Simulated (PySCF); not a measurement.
Input for PySCF: R-HF/3-21G on FHSi (SMILES F[SiH]), a point of a bond scan (R = 1.620 Å).

```python
from pyscf import gto, scf, dft, mp
from pyscf.data.elements import chemcore

mol = gto.M(
    atom='''
    Si   -0.20727404   -0.34538525    0.44957300
    H    -1.00310898   -1.19489806   -0.55576776
    F     0.43388284    0.67003240   -0.63758381
    ''',
    basis='3-21g',
    charge=0, spin=0, verbose=3, max_memory=1800)
mf = scf.RHF(mol)
mf.conv_tol = 1e-8
mf.max_cycle = 100
mf.kernel()
if not mf.converged:
    mf = mf.newton().run(mf.mo_coeff, mf.mo_occ)
```

It printed:

```
converged SCF energy = -386.881362812179
```

The run converged.

Cost: very roughly 0.09 core-seconds.
